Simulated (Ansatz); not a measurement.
```xyz
11

C     0.9255   -0.6703    1.0879
B     0.4172    0.3430   -0.0019
C    -0.4680   -0.1093   -1.1946
Se   -1.9250    0.5377    0.0002
H     0.3586   -1.6050    1.1320
H     1.9596   -0.9383    0.8320
H     0.9617   -0.2395    2.0909
H     0.8149    1.4764   -0.0133
H    -0.6604   -1.1701   -1.3468
H    -0.5147    0.4455   -2.1265
H    -1.8694    1.9298   -0.4599
```

Total charge 0; spin multiplicity 1.

(1) List the CAM-B3LYP/def2-TZVPP orbital energies in eV (Ansatz 0.2.0). (Estimate.)

## Answers

(1) The calculation gave: Occupied: -12353.42, -1582.58, -1420.80, -1420.77, -1420.72, -279.26, -277.71, -215.17, -185.04, -159.30, -159.19, -159.00, -60.12, -60.10, -59.94, -59.85, -59.83, -23.48, -20.79, -19.48, -15.01, -14.39, -12.67, -12.54, -12.02, -11.20, -10.16, -9.98, -8.46. Lowest empty: 0.62, 1.17, 1.71, 2.38, 2.82, 3.06, 3.80, 4.30.
